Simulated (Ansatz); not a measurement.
C2H3O (SMILES [CH2]C=O) moved off its minimum; all values from Ansatz (an electronic-structure program), cores frozen in correlated methods. Open shells are unrestricted.
(charge 0, multiplicity 2)
```xyz
6

C     -1.15452     0.20220     0.02169
C      0.27183     0.32143    -0.02422
O      1.00686    -0.65975     0.01727
H     -1.60525    -0.84036     0.07022
H     -1.83090     1.11807     0.01423
H      0.65414     1.36963    -0.06510
```

Forces at PBE/def2-TZVPP (eV/Å):

| atom | Fx | Fy | Fz |
|---|---|---|---|
| C1 | -1.313 | -0.129 | -0.010 |
| C2 | -0.881 | 0.534 | 0.145 |
| O3 | 0.703 | -0.472 | -0.045 |
| H4 | 0.459 | 1.284 | -0.048 |
| H5 | 0.802 | -1.148 | 0.009 |
| H6 | 0.232 | -0.068 | -0.051 |

Give the forces (eV/Å), the total energy and the dipole at CCSD(T)/cc-pVTZ.


```json
[
 {"atom": "C1", "Fx": "-1.767", "Fy": "-0.212", "Fz": "0.010"},
 {"atom": "C2", "Fx": "-0.314", "Fy": "0.549", "Fz": "0.163"},
 {"atom": "O3", "Fx": "0.365", "Fy": "-0.035", "Fz": "-0.072"},
 {"atom": "H4", "Fx": "0.590", "Fy": "1.552", "Fz": "-0.063"},
 {"atom": "H5", "Fx": "1.003", "Fy": "-1.385", "Fz": "0.005"},
 {"atom": "H6", "Fx": "0.124", "Fy": "-0.469", "Fz": "-0.043"}
]
```
Energy -152.9204 hartree, dipole 2.72 D.

Doubts at one or more of the structures used: a spin-contaminated determinant (CCSD(T)/cc-pVTZ).
